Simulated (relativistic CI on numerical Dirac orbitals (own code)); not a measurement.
**Calculated levels, Os72+**

Calculated at this level of theory: Dirac-Coulomb-Breit CI, separate exchange-only KLI orbitals for each configuration, a model potential for QED, unscaled Slater integrals (own radial code, finite nucleus).

Configuration list (outside the closed core 1s2): 2s², 2s2p, 2p², 2p3s, 2p3p, 2s3s, 2s3p, 2s3d, 2s4s, 2s4p, 2s4d, 2s4f, 3s², 3s3p, 3p². Levels of other configurations are missing.

| No. | Configuration | Term | J | E (Ry) | % | Next component (%) | Landé g | Lifetime (s) |
| --- | --- | --- | --- | --- | --- | --- | --- | --- |
| 1 | 2s² | ¹S | 0 | 0.00 | 98 | 1 2p² ¹S |  |  |
| 2 | 2s2p | ³P° | 0 | 13.33 | 100 |  |  |  |
| 3 | 2s2p | ³P° | 1 | 15.90 | 70 | 30 ¹P° | 1.296 | 1.71e-10 |
| 4 | 2p² | ³P | 0 | 37.42 | 67 | 31 ¹S |  | 1.21e-11 |
| 5 | 2s2p | ³P° | 2 | 136.25 | 100 |  | 1.458 | 4.82e-11 |
| 6 | 2s2p | ¹P° | 1 | 143.19 | 70 | 30 ³P° | 1.115 | 6.55e-14 |
| 7 | 2p² | ³P | 1 | 157.00 | 100 |  | 1.465 | 8.61e-14 |
| 8 | 2p² | ¹D | 2 | 158.34 | 65 | 35 ³P | 1.130 | 9.30e-14 |
| 9 | 2p² | ³P | 2 | 280.91 | 65 | 35 ¹D | 1.289 | 4.54e-14 |
| 10 | 2p² | ¹S | 0 | 286.15 | 68 | 32 ³P |  | 4.05e-14 |
| 11 | 2s3s | ³S | 1 | 859.03 | 100 |  | 1.963 | 2.61e-15 |
| 12 | 2s3s | ¹S | 0 | 861.68 | 99 | 1 2p3p ¹S |  | 3.44e-15 |
| 13 | 2s3p | ³P° | 0 | 865.26 | 100 |  |  | 2.46e-13 |
| 14 | 2s3p | ³P° | 1 | 865.26 | 67 | 33 ¹P° | 1.296 | 1.84e-15 |
| 15 | 2p3s | ³P° | 0 | 875.51 | 100 |  |  | 3.70e-15 |
| 16 | 2p3s | ³P° | 1 | 875.68 | 66 | 33 ¹P° | 1.299 | 3.09e-15 |
| 17 | 2p3p | ³D | 1 | 879.26 | 74 | 22 ¹P | 0.627 | 1.08e-15 |
| 18 | 2p3p | ³P | 0 | 883.49 | 67 | 32 ¹S |  | 1.14e-15 |
| 19 | 2s3p | ³P° | 2 | 901.59 | 100 |  | 1.474 | 1.68e-13 |
| 20 | 2s3p | ¹P° | 1 | 902.17 | 67 | 32 ³P° | 1.156 | 1.32e-15 |
| 21 | 2s3d | ³D | 1 | 904.14 | 100 |  | 0.493 | 4.96e-16 |
| 22 | 2s3d | ³D | 2 | 904.55 | 68 | 31 ¹D | 1.088 | 4.58e-16 |
| 23 | 2s3d | ³D | 3 | 913.91 | 100 |  | 1.311 | 5.27e-16 |
| 24 | 2s3d | ¹D | 2 | 914.88 | 61 | 26 ³D | 1.053 | 6.09e-16 |
| 25 | 2p3p | ³P | 1 | 917.36 | 49 | 30 ³S | 1.489 | 1.87e-15 |
| 26 | 2p3p | ³D | 2 | 917.79 | 45 | 28 ¹D | 1.131 | 1.37e-15 |
| 27 | 2p3s | ³P° | 2 | 999.92 | 100 |  | 1.465 | 4.32e-15 |
| 28 | 2p3s | ¹P° | 1 | 1000.69 | 67 | 33 ³P° | 1.121 | 2.43e-15 |
| 29 | 2p3p | ³P | 1 | 1005.38 | 51 | 28 ³S | 1.448 | 1.21e-15 |
| 30 | 2p3p | ³D | 2 | 1005.48 | 48 | 34 ¹D | 1.136 | 1.20e-15 |
| 31 | 2p3p | ³D | 3 | 1040.49 | 100 |  | 1.305 | 1.81e-15 |
| 32 | 2p3p | ¹P | 1 | 1040.56 | 55 | 38 ³S | 1.317 | 1.76e-15 |
| 33 | 2p3p | ³P | 2 | 1042.97 | 66 | 34 ¹D | 1.300 | 1.70e-15 |
| 34 | 2p3p | ¹S | 0 | 1045.16 | 68 | 32 ³P |  | 1.69e-15 |
| 35 | 2s4s | ³S | 1 | 1152.49 | 100 |  | 1.968 | 4.25e-15 |
| 36 | 2s4s | ¹S | 0 | 1153.45 | 100 |  |  | 4.22e-15 |
| 37 | 2s4p | ³P° | 0 | 1154.92 | 100 |  |  | 7.72e-15 |
| 38 | 2s4p | ³P° | 1 | 1154.94 | 67 | 33 ¹P° | 1.303 | 2.79e-15 |
| 39 | 2s4p | ³P° | 2 | 1170.09 | 100 |  | 1.480 | 1.24e-14 |
| 40 | 2s4p | ¹P° | 1 | 1170.27 | 67 | 33 ³P° | 1.165 | 2.24e-15 |
| 41 | 2s4d | ³D | 1 | 1171.11 | 100 |  | 0.500 | 1.08e-15 |
| 42 | 2s4d | ³D | 2 | 1171.27 | 67 | 33 ¹D | 1.090 | 1.08e-15 |
| 43 | 2s4d | ³D | 3 | 1175.28 | 100 |  | 1.317 | 1.23e-15 |
| 44 | 2s4d | ¹D | 2 | 1175.74 | 67 | 33 ³D | 1.054 | 1.22e-15 |
| 45 | 2s4f | ³F° | 3 | 1175.94 | 60 | 40 ¹F° | 1.033 | 2.40e-15 |
| 46 | 2s4f | ³F° | 2 | 1175.96 | 100 |  | 0.664 | 2.39e-15 |
| 47 | 2s4f | ³F° | 4 | 1177.92 | 100 |  | 1.236 | 2.48e-15 |
| 48 | 2s4f | ¹F° | 3 | 1178.03 | 60 | 40 ³F° | 1.030 | 2.49e-15 |

Energies count from the lowest computed level; ° marks odd parity; lifetimes are radiative, by E1, M1, E2, M2, E3 decay to levels of this space only; some are left blank where a channel outside the calculation adds to the decay or the decay crosses a small, uncertain gap.

The mean weight of the leading LS term, summed over parents, in these 48 levels is 79 %, and that of the leading jj configuration (from the same eigenvectors) 99 %, so jj coupling describes them better and the LS labels are nominal.

At this charge energies of transitions that change n are usually good to better than 1 %, and those within a shell (Δn = 0) to a few per cent.

LS names give the leading component of a level, which can be under half, so a name can repeat, a term be missing and a line seem to break the LS rules.
